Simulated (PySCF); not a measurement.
CaCl2, SMILES [Cl][Ca][Cl]. Atoms are numbered in the order given.

```xyz
3

Ca     0.0000     0.0000     0.0000
Cl     0.0000     0.0000    -2.4696
Cl     0.0000     0.0000     2.4696
```

Coordinates come from a B3LYP-D3(BJ)/def2-TZVP optimisation. The isomer is the one that the SMILES or the coordinates give; other isomers of the formula were not compared.

These are PySCF with r2SCAN/def2-TZVPD values and carry that method's errors.

Gas-phase values at a fixed geometry.

The total energy is -1598.09881 hartree, the point group comes out as D∞h and the highest occupied level comes out as -7.30 eV. The lowest empty level is -2.27 eV. The orbital gap is 5.03 eV, the dipole moment comes out as 0.00 D and the quadrupole, principal values (traceless, Buckingham form, about the centre of nuclear charge) comes out as -30.51, 15.25, 15.25 D·Å. The mean static polarisability comes out as 58.2 bohr³ (8.63 Å³) and the polarisability, principal values comes out as 48.9, 48.9, 76.8 bohr³.
